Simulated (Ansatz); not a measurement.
A nudged elastic band was laid between two geometries of GaH₄NO (7 atoms, charge 0, multiplicity 1).

The calculation used RKS revPBE-D4/def2-SVP (Ansatz 0.2.0).

| Item | Value |
| --- | --- |
| movable images | 5 |
| climbing image | yes |
| spring | 5.0 eV/Å² |
| optimiser | quadratic models (default) |
| start path | through a guess of the saddle point |
| force threshold | 0.03 eV/Å |
| iteration limit | 60 |
| end points | relaxed |

First end point:

```xyz
7
Properties=species:S:1:pos:R:3
Ga -0.069 -0.413 0.645
N 0.353 1.154 -0.205
O -0.703 -1.780 -0.368
H -0.775 -1.548 -1.312
H 0.051 -0.642 2.183
H 0.799 1.939 0.272
H 0.343 1.291 -1.216
```

Last end point:

```xyz
7
Properties=species:S:1:pos:R:3
Ga -0.296 -0.929 0.956
N 0.211 0.683 -0.531
O -0.571 -2.126 -0.207
H 0.072 0.051 -1.338
H -0.161 -0.211 2.333
H 1.173 1.048 -0.573
H -0.428 1.484 -0.639
```

(1) Which bonds break or form, and what moves?

(2) What energy profile does the band end with?

(3) What is the geometry of the highest image?

(4) What are the harmonic wavenumbers there?

The band took 15 iterations and roughly 80 core-seconds.

## Answers

(1) Bonds broken: O3–H4. Bonds formed: N2–H4.

(2) It converged. The highest image is number 5 of 0 to 6, 142.4 kJ/mol above the first end and 27.6 kJ/mol above the last; the last end lies 114.7 kJ/mol above the first. A vibrational analysis at the climbing image gives one clearly imaginary mode, 1161i cm⁻¹: a first-order saddle point. The orbitals stay closed-shell, which can raise the energy where a bond breaks towards radicals; this wasn't checked here.

```tsv
image	path coordinate (Å)	energy (kJ/mol)	O3–H4 (Å)	N2–H4 (Å)
0	0.00	0.0	0.97	3.13
1	0.60	5.7	0.98	3.02
2	1.21	20.2	0.98	2.79
3	1.81	36.9	0.98	2.41
4	2.41	71.9	1.02	1.86
5	3.01	142.4	1.38	1.25
6	3.93	114.7	2.54	1.03
```

(3) 
```xyz
7
Properties=species:S:1:pos:R:3
Ga -0.230 -0.705 0.937
N 0.213 0.705 -0.509
O -0.422 -1.656 -0.518
H -0.062 -0.413 -0.990
H -0.229 -0.453 2.470
H 1.170 1.053 -0.658
H -0.440 1.468 -0.732
```

(4) 1161i, 369, 373, 428, 552, 638, 646, 748, 803, 1446, 1456, 1814, 1980, 3397, 3502 cm⁻¹.

The run took 45 s on 2 threads of Intel(R) Xeon(R) Platinum 8488C (Sapphire Rapids) (shared host), peak memory 0.13 GiB.
